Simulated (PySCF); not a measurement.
## Radial density of V⁺ (vanadium, charge +1)

HSE06, [Ar] 3d3 4s1, high-spin 5F determinant (an excited configuration). Calculation: PySCF 2.14, in dyall-av2z (16s12p7d2f, 101 functions); no relativity, point nucleus.

| r (bohr) | 4πr²ρ (e/bohr) | 4πr²(ρα − ρβ) |
| --- | --- | --- |
| 0.00129 | 0.1608 | 0.0001 |
| 0.00217 | 0.4374 | 0.0002 |
| 0.00365 | 1.156 | 0.0005 |
| 0.00613 | 2.917 | 0.0012 |
| 0.0103 | 6.807 | 0.0029 |
| 0.0173 | 13.96 | 0.0056 |
| 0.0292 | 23.09 | 0.0081 |
| 0.0491 | 27.25 | 0.0049 |
| 0.0826 | 22.10 | -0.0051 |
| 0.139 | 23.27 | 0.0177 |
| 0.234 | 29.31 | 0.1814 |
| 0.393 | 13.95 | 0.7709 |
| 0.661 | 10.44 | 1.9179 |
| 1.11 | 9.016 | 1.9551 |
| 1.87 | 1.990 | 1.0825 |
| 3.14 | 0.5020 | 0.4915 |
| 5.29 | 0.05204 | 0.0520 |
| 8.90 | 0.0002291 | 0.0002 |

(1) Where is the radial spin density 4πr²(ρα − ρβ) most negative, and why is it negative at all?

Results:

(1) Around r = 0.0826 bohr, down to -0.0051 e/bohr: exchange with the open shell polarises the paired shells in an unrestricted calculation.
